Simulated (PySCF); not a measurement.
Atomic charges by several schemes

Species: C7H3F3O3.
Geometry (GFN2-xTB, Å), atoms numbered from 1 in this order:
```
atom  x, y, z in Å
O1    -1.6019    2.3648    1.0777
C2    -1.3306    1.2633    0.6538
C3    -2.3581    0.2198    0.4594
C4    -2.0638   -0.9932   -0.0107
C5    -0.6948   -1.3957   -0.3734
O6    -0.4169   -2.4899   -0.7986
C7     0.3435   -0.3305   -0.1724
O8     1.5942   -0.7860   -0.5374
C9     2.6608    0.0004   -0.4335
F10    3.7261   -0.6686   -0.8387
F11    2.5803    1.1134   -1.1767
F12    2.9010    0.4132    0.8194
C13    0.0505    0.8861    0.2988
H14   -3.3673    0.5038    0.7227
H15   -2.8184   -1.7546   -0.1499
H16    0.7879    1.6625    0.4481
```

Density: PBE0/pcSseg-1 (PySCF); schemes: Mulliken, IAO, Hirshfeld and ESP-fitted. The structure is a single GFN2-xTB conformer in the gas phase; no vibrational or solvent corrections.

Question: Which atoms carry the lowest charge in the Mulliken, IAO, Hirshfeld and ESP-fitted schemes?

Answer: The schemes don't all agree: Mulliken O8 (-0.434); IAO O1 (-0.374); Hirshfeld O1 (-0.206); ESP-fitted C13 (-0.510).

Question: For which atoms does the sign change between the 4 schemes (beyond +0.03 e in one, beyond −0.03 e in another)?

Answer: For none.

Question: Do the Mulliken, IAO, Hirshfeld and ESP-fitted schemes agree on where the charge is highest?

Answer: The schemes don't all agree: Mulliken C9 (+0.960); IAO C9 (+0.955); Hirshfeld C9 (+0.324); ESP-fitted C2 (+0.719).

Question: Give the atomic charges in each scheme.

Answer: In e:

```json
{"atom": "O1", "environment": "ketone oxygen", "Mulliken": "-0.334", "IAO": "-0.374", "Hirshfeld": "-0.206", "ESP-fitted": "-0.466"}
{"atom": "C2", "environment": "ketone carbonyl carbon", "Mulliken": "+0.299", "IAO": "+0.361", "Hirshfeld": "+0.148", "ESP-fitted": "+0.719"}
{"atom": "C3", "environment": "alkene CH carbon", "Mulliken": "-0.079", "IAO": "-0.158", "Hirshfeld": "-0.025", "ESP-fitted": "-0.323"}
{"atom": "C4", "environment": "alkene CH carbon", "Mulliken": "-0.106", "IAO": "-0.170", "Hirshfeld": "-0.031", "ESP-fitted": "-0.251"}
{"atom": "C5", "environment": "ketone carbonyl carbon", "Mulliken": "+0.324", "IAO": "+0.351", "Hirshfeld": "+0.145", "ESP-fitted": "+0.528"}
{"atom": "O6", "environment": "ketone oxygen", "Mulliken": "-0.306", "IAO": "-0.351", "Hirshfeld": "-0.196", "ESP-fitted": "-0.418"}
{"atom": "C7", "environment": "vinylic carbon bearing oxygen", "Mulliken": "+0.103", "IAO": "+0.165", "Hirshfeld": "+0.078", "ESP-fitted": "+0.268"}
{"atom": "O8", "environment": "ether oxygen", "Mulliken": "-0.434", "IAO": "-0.290", "Hirshfeld": "-0.099", "ESP-fitted": "-0.313"}
{"atom": "C9", "environment": "CF3 carbon", "Mulliken": "+0.960", "IAO": "+0.955", "Hirshfeld": "+0.324", "ESP-fitted": "+0.684"}
{"atom": "F10", "environment": "fluorine of a CF3 group", "Mulliken": "-0.227", "IAO": "-0.254", "Hirshfeld": "-0.079", "ESP-fitted": "-0.164"}
{"atom": "F11", "environment": "fluorine of a CF3 group", "Mulliken": "-0.265", "IAO": "-0.282", "Hirshfeld": "-0.088", "ESP-fitted": "-0.189"}
{"atom": "F12", "environment": "fluorine of a CF3 group", "Mulliken": "-0.265", "IAO": "-0.282", "Hirshfeld": "-0.088", "ESP-fitted": "-0.189"}
{"atom": "C13", "environment": "alkene CH carbon", "Mulliken": "-0.078", "IAO": "-0.231", "Hirshfeld": "-0.073", "ESP-fitted": "-0.510"}
{"atom": "H14", "environment": "vinylic hydrogen", "Mulliken": "+0.127", "IAO": "+0.183", "Hirshfeld": "+0.069", "ESP-fitted": "+0.197"}
{"atom": "H15", "environment": "vinylic hydrogen", "Mulliken": "+0.130", "IAO": "+0.184", "Hirshfeld": "+0.069", "ESP-fitted": "+0.193"}
{"atom": "H16", "environment": "vinylic hydrogen", "Mulliken": "+0.151", "IAO": "+0.192", "Hirshfeld": "+0.051", "ESP-fitted": "+0.233"}
```

Mean size of the charges over all atoms: ESP-fitted 0.353 e, IAO 0.299 e, Mulliken 0.262 e, Hirshfeld 0.111 e. Each set sums to the total charge, 0, to within 0.001 e. The Mulliken scheme counts on each atom the diagonal of the density matrix times the overlap matrix over that atom's basis functions.

Question: How many electrons does the Hirshfeld scheme count on O1?

Answer: Z − q = 8 − (-0.206) = 8.206.

Question: Sum the charges by element.

Answer: 
```
element  atoms  Mulliken     IAO  Hirshfeld  ESP-fitted
      O      3    -1.075  -1.015     -0.501      -1.197
      C      7    +1.423  +1.273     +0.567      +1.115
      F      3    -0.756  -0.818     -0.255      -0.542
      H      3    +0.408  +0.559     +0.189      +0.624
```
